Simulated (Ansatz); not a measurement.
`N=C(F)[SiH](F)[SiH3]` + `C=NC[SiH3]` → `F[SiH]([SiH3])C[SiH3]` + `C=NC(=N)F`  (formal exchange of groups at the Si–C bond)

Gas-phase electronic energies from Ansatz, PBE0-D4/def2-TZVP geometries. CCSD(T)/CBS is the MP2 limit (def2-TZVPP, def2-QZVPP) plus CCSD(T) − MP2 in def2-TZVPP, frozen cores. One conformer a species, not always the lowest.

| species | CCSD/def2-TZVPP energy (Eh) |
| --- | --- |
| `N=C(F)[SiH](F)[SiH3]` | -873.30309 |
| `C=NC[SiH3]` | -423.93075 |
| `F[SiH]([SiH3])C[SiH3]` | -1010.38352 |
| `C=NC(=N)F` | -286.87300 |

Task: Work out ΔE.

Result: ΔE = (-1010.38352) + (-286.87300) − (-873.30309) − (-423.93075) = -0.02268 Eh = -59.5 kJ/mol. CCSD(T)/CBS gives -59.0 kJ/mol.

Largest T1 diagnostic among the species: 0.014.

From PBE to PBE0 (25 % exact exchange), in def2-TZVPP and without D4, ΔE moves by −8.2 kJ/mol. The D4 term adds −3.3 kJ/mol with B3LYP and −1.9 kJ/mol with PBE0; it sums over pairs of atoms, weighted by their polarisabilities, and B3LYP, whose exchange is more repulsive, gets the larger term.

B3LYP here is the variant with VWN-RPA as its local correlation; programs differ in this.
